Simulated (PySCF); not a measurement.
# Relative stability

The two ends of one reaction step of BH₂ClO₂, closed shell (PBE0-D4/def2-TZVP).

A:

```
6
angstrom
B 0.0943 0.2301 -0.0602
O -0.0280 -0.8346 0.7718
O -0.4781 0.2282 -1.2813
H -0.9539 -0.5894 -1.4557
Cl 1.0117 1.6644 0.4263
H 0.4216 -0.7181 1.6114
```

B:

B1  (0.143, 0.685, -0.410)
O2  (-0.001, -0.877, 0.198)
O3  (-0.610, 0.887, -1.363)
H4  (-0.838, -1.190, -0.175)
Cl5  (1.353, 1.450, 0.617)
H6  (0.015, -0.989, 1.157)
(Å)

Program: PySCF 2.14 with density fitting (its default auxiliary sets; JK sets also for MP2 and CCSD(T)). Basis: def2-TZVPP. Cores are frozen in the correlated methods. B3LYP uses VWN-RPA correlation.

Task: Which structure is lower at CCSD(T), and by how much? (An estimate is asked for; the value comes from the calculation.)

Result: Computed: A, by 2.068 eV (electronic energy, against the other). By their contacts, A is BH₂ClO₂ ([OH][B]([OH])[Cl]) and B is BH₂ClO₂ ([O][B]([OH2])[Cl]).

All methods give the same order:

```json
{"method": "SPW92", "E(B) − E(A) (eV)": "2.012"}
{"method": "PBE-D4", "E(B) − E(A) (eV)": "1.931"}
{"method": "r2SCAN-D4", "E(B) − E(A) (eV)": "2.059"}
{"method": "PBE0-D4", "E(B) − E(A) (eV)": "2.091"}
{"method": "B3LYP-D4", "E(B) − E(A) (eV)": "2.027"}
{"method": "BHLYP-D4", "E(B) − E(A) (eV)": "2.200"}
{"method": "wB97M-V", "E(B) − E(A) (eV)": "2.059"}
{"method": "HF", "E(B) − E(A) (eV)": "2.377"}
{"method": "MP2", "E(B) − E(A) (eV)": "2.023"}
{"method": "CCSD", "E(B) − E(A) (eV)": "2.133"}
{"method": "CCSD(T)", "E(B) − E(A) (eV)": "2.068"}
```

No T1 diagnostic of these runs exceeds 0.014.

Labels in which every atom is bracketed show which atoms are joined, not bond orders.

For scale, one of the runs: CCSD(T)/def2-TZVPP, 163 basis functions, launched by `OMP_NUM_THREADS=4 python run.py`. The run took 2.8 min on 4 CPU threads of an Arm Neoverse V1 (shared host), with 1.4 GiB of host memory at its peak.
